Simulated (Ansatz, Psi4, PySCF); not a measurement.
C4H12O3Si (SMILES CO[Si](C)(OC)OC), singlet, at a GFN2-xTB geometry. Base run: PySCF with MP2/STO-3G.

The PySCF input:
```python
from pyscf import gto, scf, mp

mol = gto.Mole()
mol.atom = '''
    C    -2.351200   -1.276742   -0.346431
    O    -1.499053   -0.171473   -0.464038
    Si    0.000320    0.003483    0.136743
    C     0.004785    0.052126    2.046433
    O     0.609654    1.364572   -0.508094
    C     0.076563    2.658524   -0.452345
    O     0.886091   -1.229137   -0.442674
    C     2.271942   -1.411141   -0.353817
    H    -1.836377   -2.192979   -0.637966
    H    -2.704837   -1.380188    0.682198
    H    -3.202708   -1.109507   -1.006855
    H    -0.722912    0.762195    2.430162
    H     0.976311    0.343143    2.436863
    H    -0.236240   -0.918406    2.471831
    H    -0.968744    2.658371   -0.763566
    H     0.659356    3.285626   -1.127836
    H     0.144734    3.057631    0.562497
    H     2.800228   -0.518704   -0.691453
    H     2.536044   -2.255737   -0.991076
    H     2.564595   -1.628515    0.676203
'''
mol.basis = 'sto-3g'
mol.charge = 0
mol.spin = 0
mol.verbose = 4
mol.build()

mf = scf.RHF(mol)
mf.kernel()

pt = mp.MP2(mf)
pt.kernel()
print('E(MP2) = %.10f' % pt.e_tot)
```

The same geometry, method and basis name were run in Ansatz (an electronic-structure program) and Psi4 and PySCF, at each program's defaults and at the settings that a row names. The base is PySCF at its defaults. Differences at the defaults can come from grids, fitting, cores and function types together.

| code and settings | ΔE vs base (mEh) | basis functions | E (Eh) | SCF cycles |
|---|---|---|---|---|
| PySCF, defaults (exact integrals, spherical functions, all electrons correlated) | 0.000 | 56 | -664.17035 | 9 |
| Psi4, defaults (density fitting with its default set, spherical functions, all electrons correlated) | ? | 56 | ? | 10 |
| Ansatz, defaults (factorised integrals, spherical functions, frozen core) | 5.841 | 56 | -664.16451 | - |
| PySCF, frozen core | 5.808 | 56 | -664.16454 | 9 |
| Psi4, exact integrals, spherical functions, frozen core | 5.808 | 56 | -664.16454 | 10 |
| Ansatz, high accuracy, frozen core | 5.808 | 56 | -664.16454 | - |

Problem. Fill in the missing entries.

Solution. 
- Psi4, defaults (density fitting with its default set, spherical functions, all electrons correlated), ΔE vs base (mEh): -0.874
- Psi4, defaults (density fitting with its default set, spherical functions, all electrons correlated), E (Eh): -664.17123
